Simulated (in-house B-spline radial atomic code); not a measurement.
# How G0W0 and RPA depend on the start: neutral magnesium

Configuration [Ne] 3s2. Computed with an all-electron radial atomic-structure program (B-spline basis): all electrons, scalar-relativistic (spin-free one-electron X2C), finite nucleus, each spin shell either full or empty, empty states to l = 9 with an (l + 1/2)⁻⁴ tail; G0W0 by contour deformation at full frequency.

| start | mean-field 3s (eV) | G0W0 (eV) | QP weight | RPA correlation (Eh) |
| --- | --- | --- | --- | --- |
| Hartree-Fock | -6.896 | -7.699 | 0.939 | -0.59536 |
| LDA VWN5 | -4.780 | -7.544 | 0.776 | -0.69778 |
| PBE | -4.705 | -7.523 | 0.763 | -0.69573 |
| PBE0 | -5.433 | -7.680 | 0.864 | -0.66487 |
| r2SCAN | -4.818 | -7.669 | 0.836 | -0.67879 |
| HSE06 | -5.050 | -7.609 | 0.822 | -0.67148 |
| B3LYP (VWN-RPA) | -5.300 | -7.617 | 0.847 | -0.67205 |
| SCAN | -4.827 | -7.666 | 0.839 | -0.67839 |
| TPSS | -4.762 | -7.578 | 0.782 | -0.68818 |
| BHandHLYP | -6.030 | -7.671 | 0.902 | -0.64001 |
| CAM-B3LYP | -6.493 | -7.691 | 0.917 | -0.65231 |
| LC-wPBE | -7.505 | -7.747 | 0.942 | -0.64418 |
| wB97X | -7.332 | ? | ? | ? |
| PBEsol | -4.679 | -7.540 | 0.764 | -0.6959 |
| BLYP | -4.572 | -7.427 | 0.739 | -0.69712 |
| r2SCAN0 | -5.485 | ? | ? | ? |

Problem. What G0W0 level, weight and RPA correlation energy follow from the r2SCAN0 start?

Solution. G0W0 level -7.716 eV, weight 0.881, RPA correlation -0.65475 hartree.

Problem. What G0W0 level, weight and RPA correlation energy follow from the wB97X start?

Solution. G0W0 level -7.715 eV, weight 0.940, RPA correlation -0.64154 hartree.

Problem. How much of the dependence on the start does G0W0 remove?

Solution. The mean-field levels span 2.93 eV and the G0W0 levels 0.32 eV. Against 7.646 eV (NIST, measured) the G0W0 removal energies are off by -0.22 to +0.10 eV, with spin-orbit coupling, Breit and QED terms left out.
